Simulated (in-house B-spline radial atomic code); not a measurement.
Orbital energies and mean radii along the 1-electron series, configuration 1s1. The effective charge is n√(-2ε), a non-relativistic measure. Computed with a B-spline radial code for spherical atoms: Dirac-Hartree-Fock, average of the configuration, finite nuclei.

| ion | Z | energy of 1s1/2 (Eh) | mean radius of 1s1/2 (bohr) | effective charge of 1s1/2 |
| --- | --- | --- | --- | --- |
| Pm60+ | 61 | -1962.85 | 0.02288 | 62.655 |
| Sm61+ | 62 | -2031.63 | 0.022452 | 63.744 |
| Eu62+ | 63 | ? | ? | ? |
| Gd63+ | 64 | -2173.44 | 0.021633 | 65.931 |
| Tb64+ | 65 | ? | ? | ? |
| Dy65+ | 66 | -2321.03 | 0.020859 | 68.133 |
| Ho66+ | 67 | -2397.04 | 0.020487 | 69.239 |

Q: Fill in the row of Eu62+.

A: energy of 1s1/2 (Eh): -2101.83; mean radius of 1s1/2 (bohr): 0.022037; effective charge of 1s1/2: 64.836.

Q: Fill in the row of Tb64+.

A: energy of 1s1/2 (Eh): -2246.52; mean radius of 1s1/2 (bohr): 0.02124; effective charge of 1s1/2: 67.03.

Q: How does the screening of 1s1/2 change?

A: Z less the effective charge goes from -1.66 at Z = 61 to -2.24 at Z = 67.
